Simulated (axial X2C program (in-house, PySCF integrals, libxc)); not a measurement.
**Low determinants of InN at the PBE0 level, scalar-relativistic**

Calculated with an axial X2C code built on PySCF integrals. Spin-free means the one-electron spin-free X2C Hamiltonian. Basis: In dyall-cv3z [11s12p9d4f1g], N dyall-av3z [7s7p3d2f] (cores contracted in-house); Gaussian nuclei, density fitting, unrestricted open shells. Masses: In 114.904 u, N 14.003 u.

Search at 2.219 Å (vertical energies from the lowest determinant):

| ΔE (eV) | state | electrons beyond evenly filled partner blocks | electrons in σ, π, δ, φ |
| --- | --- | --- | --- |
| 0.00 | M_S = 1, Λ = 0 | π+α, π-α | 26 22 8 0 |
| 0.46 | M_S = 1, Λ = 1 | σα, π+α, π+β, π-α | 25 23 8 0 |
| 0.91 | M_S = 0, Λ = 1 | σβ, π+α, π+β, π-α | 25 23 8 0 |
| 1.53 | M_S = 0, Λ = 2 | π+α, π+β | 26 22 8 0 |
| 1.53 | M_S = 0, Λ = 0 | π+β, π-α | 26 22 8 0 |
| 2.13 | M_S = 2, Λ = 1 | σα, 2 × π+α, π-α | 25 23 8 0 |
| 3.07 | M_S = 1, Λ = 1 | σβ, 2 × π+α, π-α | 25 23 8 0 |

Lowest determinant, M_S = 1, Λ = 0 (beyond evenly filled blocks: π+α, π-α): Re = 2.210 Å, ωe = 445.5 cm⁻¹.

The determinant in row 2 of the search, M_S = 1, Λ = 1 (beyond evenly filled blocks: σα, π+α, π+β, π-α), was followed along the bond at PBE0; measured from the minimum of the lowest determinant it gives:

Te = 0.346 eV (2788 cm⁻¹), Re = 2.062 Å, ωe = 506.9 cm⁻¹.

Problem. Compare the bond of the determinant in row 2 with that of the lowest one.

Solution. At PBE0 its Re is 0.148 Å shorter and its force constant, which goes as ωe², is 1.29 times that of the lowest determinant. This determinant mixes spin states, so it has no term energy of its own.

The search compares states at one distance, so a state with another bond length can lie lower; it is not exhaustive and yields mostly the lowest determinant of each block pattern, so other components and higher states of one pattern are missing. These are energies of single determinants, not of spin-adapted states; PBE0 term energies can be off by some tenths of an eV, and the functional has no current term. The lowest determinant need not be the ground state where others lie within half an eV. Row 2 is spin-contaminated (⟨S²⟩ = 2.07 against 2.00), so its values are not those of a pure state.
